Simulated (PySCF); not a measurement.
# Frontier orbitals and the lowest excitations

Compound: C5H4FN.
Structure used (GFN2-xTB), in Å, numbered top down from 1:
```xyz
11
C5H4FN angstrom
N      4.2621   -0.1778   -0.6791
C      3.1335   -0.2671   -0.4832
C      1.7952   -0.3700   -0.2490
C      0.6107   -0.4738   -0.0392
C     -0.8015   -0.5810    0.2153
C     -1.4834    0.7865    0.1262
F     -2.8182    0.6465    0.4008
H     -1.2534   -1.2600   -0.5144
H     -0.9602   -0.9978    1.2150
H     -1.4043    1.2102   -0.8803
H     -1.0751    1.4869    0.8621
```

Method used: TDDFT wB97X-D/def2-SVPD, vertical, gas phase, core orbitals frozen in the response in PySCF.

Kohn–Sham orbitals with the atoms that hold most of them (Löwdin shares over 4%, at most four atoms):

```tsv
orbital	ε (eV)	atoms
HOMO-3	-12.75	F7 42%, C6 16%, C5 14%, N1 8%
HOMO-2	-12.35	F7 41%, C6 24%, H11 11%, H10 11%
HOMO-1	-10.48	C4 27%, C3 26%, N1 20%, C2 13%
HOMO	-10.46	C4 27%, C3 27%, N1 21%, C2 13%
LUMO	0.31	C4 24%, N1 23%, C3 20%, C2 19%
LUMO+1	0.40	C4 24%, N1 23%, C3 20%, C2 20%
LUMO+2	1.87	C4 21%, C3 17%, C5 15%, C6 13%
```

Problem. The HOMO–LUMO gap is 10.77 eV. Where does the response calculation put the lowest singlet, and from which orbitals?

Solution. S1 is at 5.21 eV (f = 0.0000), 5.56 eV below the gap, made of HOMO→LUMO (72%), HOMO-1→LUMO+1 (25%). Without the coupling terms of the response equations the lowest excitation would equal the gap.

Next come S2 at 5.46 eV (f 0.0009), HOMO-1→LUMO (50%), HOMO→LUMO+1 (48%); S3 at 5.48 eV (f 0.0003), HOMO-1→LUMO+1 (72%), HOMO→LUMO (25%); S4 at 7.88 eV (f 0.0002), HOMO-5→LUMO (51%), HOMO-6→LUMO+1 (25%), HOMO-3→LUMO+1 (8%); S5 at 8.03 eV (f 0.011), HOMO→LUMO+2 (84%).

Löwdin shares depend on the basis, the more so with diffuse functions.

One conformer stands for the species.
